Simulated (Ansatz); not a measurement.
System: NH (charge +1, doublet). 
Structure (B3LYP-D3(BJ)/def2-TZVP (Ansatz, a first-principles code) minimum search):
```xyz
2

N      0.0000     0.0000    -0.1353
H      0.0000     0.0000     0.9473
```
Charge +1, spin multiplicity 2.

Wanted: vertical electron affinity (to the triplet state of charge +0; a negative value means that the extra electron is unbound and the number depends on the basis; each state is the SCF solution reached for its spin; the UHF <S^2> is 1.25 for the doublet (pure: 0.75); for the doublet T1 is 0.111), in eV. Valence correlation only, unless marked. Open shells are spin-unrestricted. No spin-orbit coupling. Non-relativistic. CBS(X,Y): correlation extrapolated as X^-3; Hartree-Fock from the larger set.

CCSD(T)/CBS(aug-cc-pVTZ,aug-cc-pVQZ) (Ansatz) gives 13.46 eV.

Task: Another calculation gave 13.36 eV. Which level was it?
(A) SVWN5/def2-TZVPD (Ansatz)
(B) wB97X/def2-TZVPD (Ansatz)
(C) PBE/def2-TZVPD (Ansatz)
(D) BHLYP/def2-TZVPD (Ansatz)

Result: D, BHLYP/def2-TZVPD (Ansatz). The others give 13.63 (PBE), 13.90 (SVWN5), 13.49 (wB97X) eV.
